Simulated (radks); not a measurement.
Polarisability of neutral iodine, [Kr] 4d10 5s2 5p5, at imaginary frequency. Calculated with a radial shooting solver on a logarithmic mesh with Libxc functionals: scalar-relativistic Kohn-Sham, LDA (Slater exchange, VWN5 correlation), spin-polarised, spherical densities, finite nucleus; open shells are filled with parallel spins first (spin-orbit coupling, left out, can overturn this in heavy ions); Fermi nuclear charge, rms radius 4.75 fm. Response by self-consistent Sternheimer equations with the Hartree and adiabatic LDA kernel, the relativistic mass of each level held fixed and spin-orbit coupling left out.

w (hartree),alpha1(iw) (bohr^3)
0.00266,34.09
0.0143,34.05
0.0360,33.77
0.0697,32.93
0.118,31.01
0.186,27.58
0.280,22.69
0.413,17.02
0.605,11.59
0.892,7.207
1.35,4.139
2.12,2.206
3.59,1.042
6.94,0.3755
17.5,0.08072

Static values: alpha1 = 34.10 bohr^3 (5.053 angstrom^3; uncoupled 55.16). C6 = 370.5, triple-dipole C9 = 8992 atomic units. One-pole (London) frequency 4 C6 / (3 alpha1^2) = 0.425 hartree, against 0.256 for minus the highest occupied eigenvalue. Recommended static value: 32.9 bohr^3 (Schwerdtfeger and Nagle, 2023 table).
